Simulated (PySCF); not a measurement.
C3H7Si, SMILES C1C[SiH]C1, multiplicity 2.

Geometry optimised at PBE0-D3(BJ)/def2-SVP. The isomer is the one that the SMILES or the coordinates give; other isomers of the formula were not compared.

Level of theory: SMD-ωB97X/def2-SVP run with PySCF.

Solvation free energies are E(SMD) − E(gas) at the gas-phase geometry, for 1 M in both phases. In vacuum the dipole moment is 0.65 D.

Computed solvation free energies in water, n-hexane, benzene:
```csv
solvent,ΔG(solv) (kcal/mol),its non-electrostatic (CDS) part,dipole (D)
water,1.3,2.4,0.96
n-hexane,-2.4,-2.0,0.75
benzene,-2.5,-2.1,0.78
```
